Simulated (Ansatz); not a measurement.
System: sum formula CuN2H6 (charge +1, singlet). SMILES: [NH3]->[Cu+]<-[NH3]
Geometry from a B3LYP-D3(BJ)/def2-TZVP (Ansatz, a first-principles code) optimisation:
```
Cu
N 1 1.9380
H 2 1.0185 1 112.08
H 2 1.0185 3 106.75 1 123.06
H 2 1.0185 3 106.75 4 113.88
N 1 1.9380 4 157.87 2 -180.00
H 6 1.0185 1 112.08 4 -23.42
H 6 1.0185 7 106.75 1 -123.06
H 6 1.0185 7 106.75 8 -113.88
```
Charge +1, spin multiplicity 1.

Wanted: vertical ionisation energy (to the doublet state of charge +2; each state is the SCF solution reached for its spin; the molecule has degenerate orbitals, so one determinant may break the symmetry), in eV. Valence correlation only, unless marked. UHF or UKS for open shells. Spin-orbit coupling is left out. The frozen core is the preceding noble-gas configuration, with the filled d and f shells of earlier blocks. Non-relativistic. CBS marks a two-point X^-3 extrapolation of the correlation energy; Hartree-Fock from the larger set. [CCSD(T)-MP2]/basis is that difference in the basis named.

| level | program | vertical ionisation energy (eV) |
|---|---|---|
| HF/def2-SVPD | Ansatz | 11.67 |
| HF/def2-TZVPPD | Ansatz | 11.40 |
| HF/def2-QZVPPD | Ansatz | 11.35 |
| SVWN5/def2-TZVPD | Ansatz | 15.02 |

Task: What does RI-MP2/CBS(def2-TZVPPD,def2-QZVPPD)+[CCSD(T)-MP2]/def2-TZVPPD (Ansatz) give?

Result: 14.51 eV
